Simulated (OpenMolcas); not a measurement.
# 4f ions of charge +4 along the row

```json
{
  "Program": "OpenMolcas",
  "Method": "XMS-CASPT2, IPEA 0.25 Eh, imaginary shift 0.1 Eh",
  "Basis": "ANO-RCC-VTZP",
  "Scalar Hamiltonian": "DKH2, point nucleus",
  "Spin-orbit coupling": "RASSI with atomic mean-field integrals over the reference wave functions, term energies averaged over their components"
}
```

Active space: the 4f shell; CASPT2 also correlates the outermost closed s and p core shells.

ζ = ±2S·A comes from the whole width of the ground multiplet by E(J) = (A/2) J(J+1), where its levels are at least 85 % pure. Energies in cm-1.

```json
{"Ion": "Nd4+", "Configuration": "4f2", "Lowest level": "3H4", "Weight (%)": "96", "g": "0.807", "g, pure LS": "0.800", "Next level": "3H5", "E": "3010", "E measured": "2834", "ζ": "1113", "ζ measured": "1044"}
{"Ion": "Pm4+", "Configuration": "4f3", "Lowest level": "4I* 9/2", "Weight (%)": "97", "g": "0.733", "g, pure LS": "0.727", "Next level": "4I* 11/2", "E": "2590", "E measured": "", "ζ": "1260", "ζ measured": ""}
{"Ion": "Tm4+", "Configuration": "4f11", "Lowest level": "4I* 15/2", "Weight (%)": "97", "g": "1.197", "g, pure LS": "1.200", "Next level": "4I* 13/2", "E": "7750", "E measured": "", "ζ": "", "ζ measured": ""}
{"Ion": "Yb4+", "Configuration": "4f12", "Lowest level": "3H6", "Weight (%)": "99", "g": "1.166", "g, pure LS": "1.167", "Next level": "3F4 [59 %]", "E": "6610", "E measured": "6112", "ζ": "", "ζ measured": ""}
```

Measured columns use the levels in the list in Carvajal Gallego et al., Mon. Not. R. Astron. Soc. 518, 332 (2023) (Nd4+); the list in Tchang-Brillet, Wyart, Meftah and Ait Mammar, Atoms 6, 52 (2018) (Yb4+).

CASPT2 does not keep the components of a term degenerate, so their means are used; among the low terms the widest spread is 670 cm-1 (4f11 2I*, Tm4+). The CASPT2 spread within a term exceeds the gap to the next term for 4f3 2P* and 4f3 2D*(1), 4f3 2I* and 4f3 4D*, 4f3 2D*(2) and 4f3 2H*(2), so the order of their levels is uncertain, and so are names and mixing where such terms share a J (figures for Pm4+; the like holds for Tm4+). Some terms miss by over 15 % even with CASPT2, which points to a basis or an active space too small for the shells correlated (holds for Nd4+). High states are left out of the spin-orbit mixing, which shifts the levels that they would mix with (holds for Pm4+; Tm4+). Some high roots are left out of the spin-orbit mixing, which shifts the levels that they would mix with (holds for Yb4+). Measured partners are found by configuration, term and J. A level has none where our copy of the source lacks it or the pairing is in doubt (some pairs that miss far off the trend of their configuration count as doubtful), and it then counts in no deviation. Levels of configurations outside the active space are missing.

A share in square brackets marks a mixed level and gives the weight of the term that names it, the lowest over the columns. A number in round brackets counts repeated terms of one configuration in the order of the reference energies. * marks odd parity.
